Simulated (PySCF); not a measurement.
Gallium: a sound run and one with changed settings

Sound run: Ga [Ar] 3d10 4s2 4p1, Ga⁺ [Ar] 3d10 4s2. Calculation: PySCF 2.14, in def2-SVP; the non-relativistic Hamiltonian (point nucleus). In the sound run the correlated levels freeze [Ar] 3d10. The sound run starts from symmetry-adapted Hartree-Fock orbitals and uses a fine grid where one is needed.

Changed run: a valence shell is frozen. This setting is unsound on purpose.

Ionisation energy of Ga:

```csv
method,sound run (eV),changed run (eV)
UHF,5.550,5.550
MP2,5.683,5.550
SCS-MP2,5.662,5.550
CCSD,5.738,5.550
CCSD(T),5.753,5.550
CCSDT,n/a,5.550
FCI,n/a,5.550
```

Freezing a valence shell removes pair correlation that changes on ionisation.

For comparison, NIST gives 5.999 eV between the lowest levels.
